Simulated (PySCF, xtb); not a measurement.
Zn(Br)(NH2) (BrH2NZn), SMILES [NH2][Zn][Br]. Other conformers were not sampled.

Harmonic wavenumbers (cm⁻¹) from GFN2-xTB (xtb) at its own minimum, in rising order: 70, 106, 231, 479, 624, 640, 1531, 3446, 3462.

Q: What does B3LYP-D3(BJ)/def2-SVP (PySCF 2.14.0) give at its own minimum? (An estimate is asked for; the answer gives what the named calculation found.)

A: 111, 115, 288, 463, 673, 764, 1536, 3503, 3587. Paired by order, the mean absolute difference is 54 cm⁻¹ and the zero-point energies are 15.1 and 15.8 kcal/mol.
